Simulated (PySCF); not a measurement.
Electron correlation in Sc⁺ (scandium, charge +1)

[Ar] 4s1 4p1, 4s spin antiparallel (an excited configuration). Calculation: PySCF 2.14, in x2c-TZVPPall; scalar relativity by spin-free X2C-1e. Frozen: [Ar]; 2 electrons correlated.

Total MP2 correlation energy: -24.34 mhartree.

Same-spin part 0.00 and opposite-spin part -24.34 mhartree; SCS-MP2 scales them by 1/3 and 6/5 to -29.21 mhartree.

The basis was made for the ground configuration and has no added diffuse functions, which can raise the energy of the promoted electron.
